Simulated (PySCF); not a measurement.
Exercise with solution: oscillator strength and radiative lifetime

C4H11NSi, SMILES C(/[SiH3])=C(\C)CN.

Geometry: B3LYP-D3(BJ)/def2-SVP. The structure was generated by enumeration; whether it is a known compound was not checked. One conformer was computed; it need not be the lowest.

TDA-B3LYP/def2-SVPD run with PySCF 2.14.0 puts the first singlet state with f over 0.02 at 6.22 eV (vertical), with the transition dipole (-0.157, -0.366, 0.292) in atomic units.

Task: Find the oscillator strength, the wavelength and the radiative lifetime that this transition would have in vacuum if emission retraced absorption.

Result: 
|μ|² = 0.2439 au, so |μ| = 1.26 D. ΔE = 6.22/27.211 = 0.2286 hartree. f = (2/3) ΔE |μ|² = 0.037 (the program prints 0.037).
λ = 1239.84/6.22 = 199 nm; ν = 50168 cm⁻¹.
Einstein's coefficient A = 0.6670 ν² f s⁻¹ (ν in cm⁻¹) = 6.2e7 s⁻¹, so τ = 1/A = 16 ns. This state is S3; the lower singlets have f = 0.014, 0.016. The figure is the radiative limit of this one transition; relaxation, internal conversion, crossing to triplets and a medium change what is measured.
